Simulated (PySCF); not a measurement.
C6H5NS2.
Bonds: N1–C2, C2–C3 (aromatic), C3–S4 (aromatic), S4–C5 (aromatic), C5–C6 (aromatic), C6–C7 (aromatic), C7–S8 (aromatic), S8–C9 (aromatic), C2–C9 (aromatic), C5–C9 (aromatic). Hydrogens: H10, H11 on N1; H12 on C3; H13 on C6; H14 on C7.

Computed with PBE0/def2-SV(P) geometry optimisation, gas phase (PySCF 2.14.0).

Problem. Give the optimised bond lengths and angles.

Solution. 
```tsv
bond	length (Å)	order
N1–C2	1.387	single
C2–C3	1.376	aromatic
C3–S4	1.739	aromatic
S4–C5	1.726	aromatic
C5–C6	1.423	aromatic
C6–C7	1.369	aromatic
C7–S8	1.732	aromatic
S8–C9	1.729	aromatic
C2–C9	1.431	aromatic
C5–C9	1.390	aromatic
N1–H10, N1–H11	1.016	single
C3–H12	1.091	single
C6–H13	1.092	single
C7–H14	1.091	single
```

Bonds in one row agree within 0.01 Å and their mean is given. Orders are formal, as drawn. A selection of angles:
```tsv
angle	degrees
N1–C2–C3	126.9
N1–C2–C9	123.3
C3–C2–C9	109.7
C2–C3–S4	113.9
C3–S4–C5	91.0
S4–C5–C6	135.5
S4–C5–C9	111.0
C6–C5–C9	113.5
C5–C6–C7	111.0
C6–C7–S8	113.4
C7–S8–C9	91.0
C2–C9–S8	134.4
C2–C9–C5	114.4
C5–C9–S8	111.1
H10–N1–C2	114.8
H11–N1–C2	114.7
```

The 5 C–C bonds span 1.369 Å (C6–C7, aromatic) to 1.431 Å (C2–C9, aromatic), a spread of 0.062 Å. The 5-membered ring C2–C3–S4–C5–C9 has internal angles of 91.0° to 114.4° (sum 540°, against 540° for a flat polygon); it is planar, 0.00 Å rms from its mean plane, widest ring torsion 1°. The 5-membered ring C5–C6–C7–S8–C9 has internal angles of 91.0° to 113.5° (sum 540°, against 540° for a flat polygon); it is planar, 0.00 Å rms from its mean plane, widest ring torsion 1°. Of the pairs four or more bonds apart, S8···H11 is among the closest relative to their van der Waals radii: 3.14 Å, 105 % of the sum of Bondi's values. S8 (thiophene-type sulfur) is bent (angle 91.0°). N1 (aniline-type nitrogen) is pyramidal (angles 114.8°, 114.7° and 111.6°, sum 341.2°, 0.28 Å off the plane of its three neighbours). The 9 heavy atoms lie in one plane (0.013 Å rms).

Not checked by PBE0/def2-SV(P) frequencies.
